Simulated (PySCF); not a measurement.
How methods differ on the electron affinity of Sn

Sn⁻ [Kr] 4d10 5s2 5p3 (4S) → Sn [Kr] 4d10 5s2 5p2 (3P), as a difference of total energies. Computed with PySCF 2.14 in def2-TZVPPD with the def2 core potential (28 electrons), with a scalar-relativistic core potential. Correlated levels: valence: 4s2 4p6 4d10 frozen; valence and next inner shell: nothing frozen outside the core potential. The calculations carry no spin-orbit coupling.

```json
{"method": "UHF", "electron affinity (eV)": "0.904", "difference from reference (eV)": "-0.208"}
{"method": "LDA", "electron affinity (eV)": "1.450", "difference from reference (eV)": "+0.338"}
{"method": "PBE", "electron affinity (eV)": "1.302", "difference from reference (eV)": "+0.190"}
{"method": "PBE0", "electron affinity (eV)": "1.330", "difference from reference (eV)": "+0.218"}
{"method": "r2SCAN", "electron affinity (eV)": "1.446", "difference from reference (eV)": "+0.334"}
{"method": "BHandHLYP", "electron affinity (eV)": "1.112", "difference from reference (eV)": "0.000"}
{"method": "wB97M-V", "electron affinity (eV)": "1.187", "difference from reference (eV)": "+0.075"}
{"method": "M06-2X", "electron affinity (eV)": "1.216", "difference from reference (eV)": "+0.104"}
{"method": "B2PLYP", "electron affinity (eV)": "1.169", "difference from reference (eV)": "+0.057"}
{"method": "MP2 (valence)", "electron affinity (eV)": "1.278", "difference from reference (eV)": "+0.166"}
{"method": "SCS-MP2 (valence)", "electron affinity (eV)": "1.150", "difference from reference (eV)": "+0.038"}
{"method": "MP2 (valence and next inner shell)", "electron affinity (eV)": "1.329", "difference from reference (eV)": "+0.217"}
{"method": "SCS-MP2 (valence and next inner shell)", "electron affinity (eV)": "1.175", "difference from reference (eV)": "+0.063"}
```

Reference: 1.112 eV (measured; photodetachment measurements, as compiled on the Wikipedia data page of electron affinities).

The reference lies between the lowest fine-structure levels, while these numbers refer to the centres of the terms.

Errors of the correlated levels include the incompleteness of this basis and the frozen core.

In the anion the highest occupied orbital energy is positive at LDA, PBE, PBE0, r2SCAN, BHandHLYP, a self-interaction effect; the basis confines that electron, and the energy difference can still be sensible.
